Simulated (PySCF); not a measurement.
## Broadened absorption spectrum of C7H14OS

Species: C7H14OS.
Geometry (PBE0-D3(BJ)/def2-SVP, Å), atoms numbered from 1 in this order:
```
atom  x, y, z in Å
C1     0.462    1.883    0.879
C2     0.412    0.405    1.239
C3    -0.777   -0.294    0.613
C4    -2.177    0.330    0.814
C5    -2.756   -1.094    0.888
C6    -1.340   -1.612    1.192
S7     2.008   -0.281    0.591
C8     1.949   -1.950    1.294
O9     1.811   -0.448   -0.895
H10    0.548    1.997   -0.213
H11   -0.453    2.397    1.209
H12    1.323    2.383    1.346
H13    0.440    0.265    2.334
H14   -0.559   -0.412   -0.463
H15   -2.556    1.011    0.037
H16   -2.249    0.839    1.789
H17   -3.105   -1.438   -0.098
H18   -3.548   -1.290    1.625
H19   -1.033   -2.557    0.721
H20   -1.155   -1.686    2.277
H21    1.892   -1.905    2.391
H22    1.096   -2.491    0.867
H23    2.885   -2.435    0.986
```

Computed with TDDFT PBE0/def2-SVPD, vertical, gas phase, core orbitals frozen in the response (PySCF).

Computed states:

| state | E (eV) | f |
| --- | --- | --- |
| S1 | 5.71 | 0.0084 |
| S2 | 5.89 | 0.044 |
| S3 | 6.09 | 0.027 |
| S4 | 6.45 | 0.032 |
| S5 | 6.71 | 0.0018 |
| S6 | 6.72 | 0.0024 |
| S7 | 6.92 | 0.010 |
| S8 | 7.05 | 0.0035 |
| S9 | 7.15 | 0.015 |
| S10 | 7.18 | 0.028 |

Broadening: Gaussians 0.4 eV wide at half height, area fixed by f = 4.319×10⁻⁹ ∫ε dν̃. The width is an assumption, not a result. The curve ends short of the highest state used, and states not computed would add to its high-energy end.

**Question.** Give the broadened spectrum and its maxima.

**Answer.** 
```tsv
λ (nm)	ε (L mol⁻¹ cm⁻¹)
188.5	1950
189.5	2128
190.5	2278
191.5	2387
192.4	2446
193.4	2474
194.4	2475
195.4	2467
196.4	2471
197.4	2505
198.4	2583
199.4	2711
200.3	2866
201.3	3078
202.3	3316
203.3	3565
204.3	3807
205.3	4023
206.3	4198
207.2	4309
208.2	4371
209.2	4363
210.2	4285
211.2	4139
212.2	3933
213.2	3675
214.2	3379
215.1	3090
216.1	2756
217.1	2422
218.1	2097
219.1	1789
220.1	1506
221.1	1251
222.0	1046
223.0	848
224.0	679
225.0	537
226.0	420
227.0	324
228.0	247
229.0	186
229.9	143
230.9	106
231.9	77
232.9	55
233.9	40
234.9	28
235.9	19
236.8	14
237.8	9
238.8	6
239.8	4
240.8	3
241.8	2
242.8	1
```

Maxima: 209 nm (5.94 eV), ε about 4400, made up of S2 (65%) and S3 (29%); 194 nm (6.40 eV), ε about 2500, made up of S3 (15%) and S4 (81%) (hardly more than a shoulder) (ε in L mol⁻¹ cm⁻¹; maxima over ε = 5, shares over 10%).

**Question.** Coming from long wavelengths, where does ε first pass 100 L mol⁻¹ cm⁻¹?

**Answer.** At about 231 nm (5.37 eV), 0.34 eV below S1.

**Question.** What would ε be at 5.94 eV, the highest of these maxima, with half the width (0.2 eV)?

**Answer.** About 5900 L mol⁻¹ cm⁻¹ against 4380, a factor of about 1.3; a lone state at its own centre would give exactly 2.

**Question.** On this curve, what absorbance would a 10⁻³ mol/L sample give at 222 nm over a 1 cm path?

**Answer.** 222 nm is 5.585 eV, where ε is about 1000 L mol⁻¹ cm⁻¹, so A = ε c l ≈ 1 (Beer–Lambert, with the gas-phase spectrum and the assumed width).

The vertical ionisation energy (ΔSCF) is 8.39 eV, 1.21 eV above S10.

One conformer stands for the species.
